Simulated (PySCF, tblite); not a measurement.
Species: C6H12BFO2.
Cartesian coordinates in Å at the GFN2-xTB level; atoms count from 1:
```
atom  x, y, z in Å
B1     2.2517   -0.3297   -1.5774
O2     1.8224    0.4379   -0.5831
C3     0.8811    0.0690    0.4107
C4     1.6135   -0.6114    1.5629
C5     0.1176    1.3576    0.8186
C6    -1.3182    1.1108    0.3485
C7    -1.1476   -0.0556   -0.6338
C8    -2.3606   -0.9666   -0.7689
F9    -3.3778   -0.3025   -1.4041
O10   -0.0826   -0.8200   -0.0967
H11    1.8803   -1.4335   -1.7504
H12    3.0297    0.1891   -2.2838
H13    2.0802   -1.5208    1.1944
H14    0.9060   -0.8658    2.3468
H15    2.3783    0.0540    1.9530
H16    0.5728    2.2032    0.3044
H17    0.1781    1.5249    1.8917
H18   -1.7691    1.9790   -0.1247
H19   -1.9478    0.7959    1.1820
H20   -0.8722    0.3249   -1.6303
H21   -2.1120   -1.8442   -1.3723
H22   -2.7343   -1.2766    0.2116
```

Jobs on this species (22 atoms, 78 electrons) with PySCF (density fitting) and tblite. Hardware of each: Arm Neoverse V1, one thread, no GPU, on a shared host. The host was shared with other jobs, so the times are rough.

Task: Rank these jobs by wall time, shortest first.
A. GFN2-xTB; Hessian by finite differences
B. GFN2-xTB; L-BFGS relaxation
C. PBE0/pcSseg-1; shieldings, ring-centre shieldings, charges and field gradients; 230 basis functions

Result: A (0.91 s), B (1.6 s), C (58 s).

All jobs:

```csv
level and settings,work,basis functions,SCF cycles,wall time
GFN2-xTB,Hessian by finite differences,–,–,0.91 s
GFN2-xTB,L-BFGS relaxation,–,–,1.6 s
PBE0/pcSseg-1,"shieldings, ring-centre shieldings, charges and field gradients",230,14,58 s
```

Task: What do all jobs in the table cost together?

Result: About 61 s; the longest takes about 96 % of that, and about 64 times as long as the shortest.
